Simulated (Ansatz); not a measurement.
Reaction (ligand exchange at the Si–O bond): `OB([SiH3])O[SiH3]` + `[OH][Cd][F]` → `[F][Cd][O][SiH3]` + `OB(O)[SiH3]`

Program: Ansatz. Geometries: PBE0-D4/def2-TZVP. ΔE: electronic, gas phase. CCSD(T)/CBS adds triple-zeta CCSD(T) − MP2 to the extrapolated MP2 energy (def2 sets, frozen cores). DFT in def2-TZVPP. B3LYP here is the variant with VWN-RPA as its local correlation; programs differ in this. def2 core potentials past Kr. For Cd outer-core shells are correlated without core-valence functions, which leaves a few kJ/mol of doubt a bond. Each species was taken in one conformer, which may not be the lowest.

`OB([SiH3])O[SiH3]`:

Z-matrix (Å, degrees):
```
Si
B 1 2.040
H 1 1.491 2 110.6
H 1 1.491 2 110.6 3 -118.4
H 1 1.486 2 111.5 3 120.8
O 2 1.366 1 123.9 3 59.3
O 2 1.357 1 117.6 3 -120.7
Si 6 1.650 2 134.9 1 -0.0
H 7 0.965 2 112.1 1 -180.0
H 8 1.482 6 108.3 2 120.2
H 8 1.486 6 110.2 2 -0.2
H 8 1.482 6 108.3 2 -120.6
```

`[OH][Cd][F]`:

Cartesian coordinates in Å:
```
O -0.160 -0.048 1.370
Cd 0.197 0.253 -0.526
F 0.607 0.658 -2.366
H -0.644 -0.863 1.522
```

`[F][Cd][O][SiH3]`:

```xyz
7

F    -0.568    3.891    0.376
Cd   -0.623    1.970    0.302
O    -0.773    0.032    0.255
Si    0.247   -1.175   -0.138
H     1.428   -1.222    0.774
H     0.772   -1.028   -1.528
H    -0.482   -2.467   -0.040
```

`OB(O)[SiH3]`:

Cartesian coordinates in Å:
```
O -1.169 -0.752 -1.026
B -0.071 -0.521 -0.251
O 0.907 -1.441 -0.019
Si 0.141 1.305 0.617
H -1.227 -1.628 -1.421
H 0.791 -2.298 -0.442
H -1.020 2.191 0.333
H 0.275 1.168 2.094
H 1.373 1.976 0.115
```

```tsv
level	ΔE (eV)
B3LYP-D4	-0.02
CCSD/def2-TZVPP	-0.09
```

Q: What does CCSD(T)/CBS give? (Estimate.)

A: Ansatz gave: -0.04 eV. The listed levels differ from it by 0.02, -0.05 eV.

Largest T1 diagnostic among the species: 0.017.

In def2-TZVPP, CCSD(T) changes the Hartree–Fock value by +0.09 eV (the triples alone add +0.01 eV) and MP2 by +0.10 eV. The D4 term adds +0.05 eV with B3LYP and +0.03 eV with PBE0; it sums over pairs of atoms, weighted by their polarisabilities, and B3LYP, whose exchange is more repulsive, gets the larger term. From PBE to PBE0 (25 % exact exchange), in def2-TZVPP and without D4, ΔE moves by −0.04 eV.
